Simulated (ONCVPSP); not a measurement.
gold, ONCV: configuration errors across variants

gold, optimised norm-conserving Vanderbilt (ONCV), made with ONCVPSP 4.0.1 (PBE, scalar-relativistic). Core [Xe], reference 4f14 5d10 6s1. Waves: 6s: rc 2.15 bohr, ncon 4, nbas 8, qcut 2.6 1/bohr, 1 projector; p scattering state at 0.42 Ha: rc 2.30 bohr, ncon 3, nbas 7, qcut 3.4 1/bohr, 2 projectors, debl 2.6 Ha; 5d: rc 2.20 bohr, ncon 4, nbas 9, qcut 6.3 1/bohr, 1 projector; 4f: rc 0.60 bohr, ncon 3, nbas 8, qcut 30.5 1/bohr, local. Local part: the f channel. Core correction: Teter function, fcfact 5.25, rcfact 1.5.

All-electron excitation energies from the reference (eV): (1) 4f14 5d10 6s0 9.409; (2) 4f14 5d9 6s0 30.617; (3) 4f14 5d8 6s0 64.495; (4) 4f14 5d9 6s1 6p1 7.497.

A true bound ghost makes a file unfit for plane-wave use even where its test errors are small: the radial tests pick states by their node count and pass the ghost by.

Errors AE − PS in meV (a dash: test not solved or not reliable):

```
    change  (1)  (2)   (3)  (4)  bound ghosts  GHOST(+) flags above zero
      base  -14  -51  -217  -34       s, p, d                          p
 f: nbas 6  -14  -51  -217  -34       s, p, d                          p
 p: qcut 3  -14  -51  -217  -33       s, p, d                          p
d: nproj 2  -14  -45  -188  -29       s, p, d                          p
```

**Question.** Give the same row for: d: qcut 6.5.

**Answer.** -15, -49, -216, -35; bound ghosts: s, p, d; GHOST(+) flags above zero: p.
